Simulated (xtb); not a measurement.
C5H15Si2 (SMILES C[Si](C)[Si](C)(C)C), doublet, from a rough starting geometry; GFN2-xTB (xtb).

xtb was given this input:
```
$ xtb mol.xyz --gfn 2 --uhf 1 --opt vtight --json

# file mol.xyz
22

C      2.26673745    -1.04262512     1.27796863
Si     1.33683542     0.39981609     0.46848124
C      2.37881435     0.83204565    -1.19540237
Si    -0.89261393     0.12950708     0.01004127
C     -1.44516219    -1.33433739    -1.00557664
C     -1.81902640    -0.14786682     1.73599285
C     -1.55711077     1.67135314    -0.64276497
H      1.88165565    -1.26194166     2.26771568
H      2.27870785    -1.89228342     0.66085401
H      3.35213559    -0.81681208     1.38211423
H      2.43999199    -0.04833977    -1.82385503
H      1.90636284     1.63168007    -1.74844328
H      3.45241472     1.15487894    -0.92872227
H     -1.01070212    -2.26723166    -0.76879042
H     -2.55510516    -1.41530561    -1.17300399
H     -0.99251903    -1.20396817    -2.07239787
H     -1.41858100     0.57322331     2.42847988
H     -1.64342018    -1.15544216     2.08726562
H     -2.91204942     0.04039587     1.62060144
H     -0.94341118     2.09868116    -1.55986138
H     -2.60712210     1.56774028    -1.10960424
H     -1.54658165     2.48949639     0.00878536
```

What the program printed (banner, timings and long lists left out):

```
   ID    Z sym.   atoms
    1    6 C      1, 3, 5-7
    2   14 Si     2, 4
    3    1 H      8-22

           -------------------------------------------------
          |                Calculation Setup                |
           -------------------------------------------------

           -------------------------------------------------
          |                 G F N 2 - x T B                 |
           -------------------------------------------------

          ...................................................
          :                      SETUP                      :
          :.................................................:
          :  # basis functions                  55          :
          :  # atomic orbitals                  53          :
          :  # shells                           31          :
          :  # electrons                        43          :
          :  max. iterations                   250          :
          :  Hamiltonian                  GFN2-xTB          :
          :  restarted?                      false          :
          :  GBSA solvation                  false          :
          :  PC potential                    false          :
          :  electronic temp.          300.0000000     K    :
          :  accuracy                    1.0000000          :
          :  -> integral cutoff          0.2500000E+02      :
          :  -> integral neglect         0.1000000E-07      :
          :  -> SCF convergence          0.1000000E-05 Eh   :
          :  -> wf. convergence          0.1000000E-03 e    :
          :  Broyden damping             0.4000000          :
          :  net charge                          0          :
          :  unpaired electrons                  1          :
          ...................................................

 iter      E             dE          RMSdq      gap      omega  full diag
   1    -21.9212585 -0.219213E+02  0.390E+00    2.63       0.0  T
   2    -21.9781408 -0.568822E-01  0.251E+00    2.28       1.0  T
   3    -21.9764721  0.166866E-02  0.144E+00    2.65       1.0  T
   4    -21.9974294 -0.209573E-01  0.810E-01    2.50       1.0  T
   5    -22.0001184 -0.268898E-02  0.364E-01    2.58       1.0  T
   6    -22.0002942 -0.175820E-03  0.262E-01    2.57       1.0  T
   7    -22.0005087 -0.214498E-03  0.722E-02    2.59       1.0  T
   8    -22.0005196 -0.108306E-04  0.405E-02    2.59       1.0  T
   9    -22.0005193  0.282584E-06  0.164E-02    2.58       1.3  T
  10    -22.0005205 -0.116441E-05  0.678E-03    2.59       3.1  T
  11    -22.0005206 -0.154694E-06  0.257E-03    2.59       8.3  T
  12    -22.0005206 -0.668447E-08  0.123E-03    2.59      17.3  T
  13    -22.0005206 -0.720011E-09  0.389E-04    2.59      54.8  T
  14    -22.0005206 -0.455536E-09  0.241E-04    2.59      88.5  T

   *** convergence criteria satisfied after 14 iterations ***

         :::::::::::::::::::::::::::::::::::::::::::::::::::::
         ::                     SUMMARY                     ::
         :::::::::::::::::::::::::::::::::::::::::::::::::::::
         :: total energy             -21.690321311886 Eh    ::
         :: gradient norm              0.173790746966 Eh/a0 ::
         :: HOMO-LUMO gap              2.585652088794 eV    ::
         ::.................................................::
         :: SCC energy               -22.000359012910 Eh    ::
         :: -> isotropic ES            0.028690530439 Eh    ::
         :: -> anisotropic ES          0.004065027592 Eh    ::
         :: -> anisotropic XC          0.011100121295 Eh    ::
         :: -> dispersion             -0.015886196230 Eh    ::
         :: repulsion energy           0.310037701024 Eh    ::
         :: add. restraining           0.000000000000 Eh    ::
         :: total charge               0.000000000000 e     ::
         :::::::::::::::::::::::::::::::::::::::::::::::::::::

      -----------------------------------------------------------
[...]
 * total energy  :   -21.7218474 Eh     change       -0.1714602E-05 Eh
 * total energy  :   -21.7218485 Eh     change       -0.1156117E-05 Eh
 * total energy  :   -21.7218490 Eh     change       -0.5043606E-06 Eh
 * total energy  :   -21.7218493 Eh     change       -0.3095386E-06 Eh
 * total energy  :   -21.7218495 Eh     change       -0.1648741E-06 Eh
 * total energy  :   -21.7218498 Eh     change       -0.2655720E-06 Eh
 * total energy  :   -21.7218500 Eh     change       -0.2084594E-06 Eh
 * total energy  :   -21.7218500 Eh     change       -0.7208381E-08 Eh
 * total energy  :   -21.7218502 Eh     change       -0.1838132E-06 Eh
 * total energy  :   -21.7218503 Eh     change       -0.1201742E-06 Eh
 * total energy  :   -21.7218503 Eh     change        0.4027111E-08 Eh
 * total energy  :   -21.7218503 Eh     change       -0.6803833E-07 Eh
   *** GEOMETRY OPTIMIZATION CONVERGED AFTER 30 ITERATIONS ***
         :: total energy             -21.721850349308 Eh    ::
[...]
     4  14 Si       3.558     0.396   101.493    19.394
     5   6 C        3.645    -0.199    24.824     7.161
     6   6 C        3.648    -0.206    24.962     7.178
     7   6 C        3.648    -0.206    24.965     7.179
     8   1 H        0.925     0.015     2.816     2.624
     9   1 H        0.925     0.020     2.737     2.587
    10   1 H        0.925     0.028     2.610     2.526
    11   1 H        0.925     0.020     2.737     2.587
    12   1 H        0.925     0.015     2.818     2.625
    13   1 H        0.925     0.028     2.610     2.527
    14   1 H        0.925     0.019     2.744     2.590
    15   1 H        0.925     0.040     2.443     2.444
    16   1 H        0.925     0.019     2.744     2.591
    17   1 H        0.925     0.015     2.813     2.623
    18   1 H        0.925     0.009     2.901     2.663
    19   1 H        0.925     0.023     2.694     2.567
    20   1 H        0.925     0.009     2.900     2.663
    21   1 H        0.925     0.023     2.694     2.567
    22   1 H        0.925     0.015     2.809     2.621

 Mol. C6AA /au·bohr⁶  :       5264.423665
 Mol. C8AA /au·bohr⁸  :     171876.935761
 Mol. α(0) /au        :        123.769942

Wiberg/Mayer (AO) data.
largest (>0.10) Wiberg bond orders for each atom

 ---------------------------------------------------------------------------
     #   Z sym  total        # sym  WBO       # sym  WBO       # sym  WBO
 ---------------------------------------------------------------------------
     1   6 C    3.972 --     8 H    0.994    10 H    0.987     9 H    0.984
                             2 Si   0.906
     2  14 Si   2.906 --     4 Si   0.929     1 C    0.906     3 C    0.906
     3   6 C    3.972 --    12 H    0.994    13 H    0.987    11 H    0.984
                             2 Si   0.906
     4  14 Si   3.716 --     2 Si   0.929     5 C    0.891     7 C    0.876
                             6 C    0.875
     5   6 C    3.976 --    16 H    0.992    14 H    0.992    15 H    0.977
                             4 Si   0.891
     6   6 C    3.971 --    18 H    0.998    17 H    0.996    19 H    0.991
                             4 Si   0.875
     7   6 C    3.971 --    20 H    0.998    22 H    0.995    21 H    0.991
                             4 Si   0.876
     8   1 H    1.000 --     1 C    0.994
     9   1 H    0.999 --     1 C    0.984
    10   1 H    0.999 --     1 C    0.987
    11   1 H    0.999 --     3 C    0.984
    12   1 H    1.000 --     3 C    0.994
    13   1 H    0.999 --     3 C    0.987
    14   1 H    1.000 --     5 C    0.992
    15   1 H    0.998 --     5 C    0.977
    16   1 H    1.000 --     5 C    0.992
    17   1 H    1.000 --     6 C    0.996
    18   1 H    1.000 --     6 C    0.998
    19   1 H    0.999 --     6 C    0.991
    20   1 H    1.000 --     7 C    0.998
    21   1 H    0.999 --     7 C    0.991
    22   1 H    1.000 --     7 C    0.995
 ---------------------------------------------------------------------------

Topologies differ in total number of bonds
Writing topology from bond orders to xtbtopo.mol

molecular dipole:
                 x           y           z       tot (Debye)
 q only:        0.249       0.222       0.180
   full:       -0.052      -0.217      -0.168       0.710
molecular quadrupole (traceless):
                xx          xy          yy          xz          yz          zz
 q only:       -1.420       1.995       1.261       1.526       2.376       0.159
  q+dip:        0.785       0.207      -0.187       0.291       0.821      -0.599
   full:       -0.282      -0.444       0.161      -0.354       0.005       0.122

optimized geometry written to: xtbopt.xyz

           -------------------------------------------------
          | TOTAL ENERGY              -21.721850349308 Eh   |
          | GRADIENT NORM               0.000041895992 Eh/α |
          | HOMO-LUMO GAP               2.714709815040 eV   |
           -------------------------------------------------
```
